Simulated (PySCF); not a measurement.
## Static response to an electric field

Compound: C5H9NO.
Structure used (GFN2-xTB), in Å, numbered top down from 1:
```
atom  x, y, z in Å
C1    -1.6150   -0.3830    0.5739
C2    -0.5586   -0.6022   -0.4948
C3     0.7926   -1.0981    0.0625
C4     1.2822    0.3317   -0.0231
N5     2.0997    1.0635    0.5745
C6     0.1502    0.7197   -0.9405
O7    -0.4829    1.9474   -0.7776
H8    -2.0176   -1.3362    0.9098
H9    -2.4285    0.2173    0.1728
H10   -1.1943    0.1363    1.4334
H11   -0.9721   -1.1873   -1.3168
H12    0.7794   -1.5335    1.0608
H13    1.3234   -1.7675   -0.6124
H14    2.7147    0.5917    1.2351
H15    0.4508    0.6536   -1.9914
H16   -0.3314    2.2555    0.1224
```

Level: PBE0/def2-SVPD (PySCF), static field, nuclei fixed, core orbitals frozen in the response. The polarisability tensor in these axes (au):

```
x   74.69  4.07  5.35
y    4.07 70.61  0.64
z    5.35  0.64 62.86
```

Give the principal values, the mean and the anisotropy Δα = √{½[(α1 − α2)² + (α2 − α3)² + (α1 − α3)²]}.

Principal values 60.72, 68.69 and 78.75 au; mean 69.39 au = 10.28 Å³ = 11.44 × 10⁻⁴⁰ C²·m²/J; Δα = 15.65 au (23 % of the mean).

What is the dipole moment, and where does it point?

(-0.13, -2.87, 1.00) D, 3.05 D in size, pointing from the negative to the positive side. Measured along this direction, the outermost atoms are H16 and O7 at the negative end and H12 and H8 at the positive end.

Find the Langevin capture rate constant for NH4+ (18.034 u) meeting this molecule (99.068 u), k = 2.342 × 10⁻⁹ cm³/s × √(α in Å³ / reduced mass in u).

The reduced mass is 15.26 u, so k = 1.92 × 10⁻⁹ cm³/s. The formula leaves out the permanent dipole, which adds to the capture rate.

Rayleigh depolarisation ratio (linearly polarised light, static tensor)?

ρ = 3Δα²/(45ᾱ² + 4Δα²) = 735.1/(216656 + 980.1) = 0.00338.

Give the principal axes and the span of the nuclei along them.

Largest value along (0.84, 0.45, 0.30), where the nuclei span 4.95 Å; middle along (-0.38, 0.89, -0.25), 4.04 Å; least along (-0.38, 0.10, 0.92), 3.73 Å. The response follows the extents in order.

What would n − 1 = 2πNα be for an ideal gas of these molecules at 273.15 K and 1 atm, electronic part alone?

N = p/kT = 2.6868 × 10¹⁹ cm⁻³, so n − 1 = 2π × N × 10.28 × 10⁻²⁴ cm³ = 1736 × 10⁻⁶ at long wavelengths, for an ideal gas.

The structure is a single GFN2-xTB conformer in the gas phase; no vibrational or solvent corrections.
